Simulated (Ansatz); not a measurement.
Calculated with Ansatz (gas phase, PBE0-D4/def2-TZVP geometries, no zero-point term in ΔE). CBS: MP2 limit from def2 TZ/QZ plus the TZ coupled-cluster correction, frozen cores. This one scheme is used for every species. Functionals use def2-TZVPP. B3LYP here is the variant with VWN-RPA as its local correlation; programs differ in this. One conformer a species, not always the lowest.

Reaction (ligand exchange at the Si–C bond): `CB[SiH](C)F` + H–F → `CB[SiH](F)F` + CH₄

```csv
level,ΔE (kJ/mol),difference from CCSD(T)/CBS
PBE-D4,-140.8,8.0
r2SCAN-D4,-154.0,-5.2
PBE0-D4,-142.3,6.5
B3LYP-D4,-155.4,-6.6
ωB97X-V,-153.0,-4.2
ωB97M-V,-152.2,-3.4
B2PLYP,-159.2,-10.4
PBE,-144.6,4.2
r2SCAN,-155.2,-6.4
PBE0,-145.7,3.1
B3LYP,-161.4,-12.6
HF/def2-TZVPP,-173.8,-25.0
MP2/def2-TZVPP,-150.0,-1.2
SCS-MP2/def2-TZVPP,-155.9,-7.1
CCSD/def2-TZVPP,-152.8,-4.0
CCSD(T)/def2-TZVPP,-150.0,-1.2
HF/def2-QZVPP,-175.6,-26.8
MP2/def2-QZVPP,-150.0,-1.2
SCS-MP2/def2-QZVPP,-155.8,-7.0
HF/CBS(def2),-175.8,-27.0
MP2/CBS(def2),-148.8,0.0
CCSD/CBS(def2),-151.6,-2.8
CCSD(T)/CBS,-148.8,0
```

Largest T1 diagnostic among the species: 0.012.

In def2-TZVPP, CCSD(T) changes the Hartree–Fock value by +23.8 kJ/mol (the triples alone add +2.8 kJ/mol) and MP2 by +23.7 kJ/mol. The D4 term adds +6.0 kJ/mol with B3LYP and +3.5 kJ/mol with PBE0; it sums over pairs of atoms, weighted by their polarisabilities, and B3LYP, whose exchange is more repulsive, gets the larger term.
